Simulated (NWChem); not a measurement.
Species: C3H8Si; SMILES C1CC1[SiH3]

All runs: NWChem. Pople sets run with spherical d functions. All runs use the structure optimised with PBE0/def2-SVP.

For level PBE0/6-31G*:

```
Property                     Value
---------------------------  -----
highest occupied level (eV)  -8.11
orbital gap (eV)              9.50
```

**Question.** How do the values read with level PBE0/6-311G** instead?

**Answer.** The highest occupied level (eV) is -8.28 and the orbital gap (eV) is 9.22.
